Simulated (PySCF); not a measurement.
Choosing a molecule for a target property.

Each SMILES stands for a single optimised conformer of the isolated species, non-relativistic unless stated; the electronic structure was computed with PySCF and density fitting.

Dipoles, sizes and rotational constants follow the conformer. The torsions of the flexible species, by atom-mapped SMILES:
- `[CH3:1][C:2](=[O:3])[C:4]#[C:5][Si@H:6]([SiH3:7])[PH2:8]`: H–P8–Si6–C5 59°, H–P8–Si6–C5 -33°

The conformers of `S[Si@H]1C[SiH2][SiH2][SiH2]1`, `CN1C[C@H](F)C[SiH2]1` and `C[C@@H]1CC[Si@H](F)N1` aren't listed.

**Question.** Wanted: HOMO–LUMO gap between 8 eV and 8.7 eV (CAM-B3LYP/def2-SVPD) and static isotropic polarisability above 78 au (CAM-B3LYP/def2-SVPD), at GFN2-xTB geometries. Which candidate meets both?
A. `S[Si@H]1C[SiH2][SiH2][SiH2]1`
B. `CN1C[C@H](F)C[SiH2]1`
C. `CC(=O)C#C[Si@H]([SiH3])P`
D. `C[C@@H]1CC[Si@H](F)N1`

**Answer.** A. Computed values:
| species | HOMO–LUMO gap | static isotropic polarisability |
| --- | --- | --- |
| CC(=O)C#C[Si@H]([SiH3])P | 7.86 eV | 138.3 au |
| S[Si@H]1C[SiH2][SiH2][SiH2]1 | 8.48 eV | 142.9 au |
| CN1C[C@H](F)C[SiH2]1 | 8.92 eV | 79.3 au |
| C[C@@H]1CC[Si@H](F)N1 | 9.72 eV | 76.5 au |
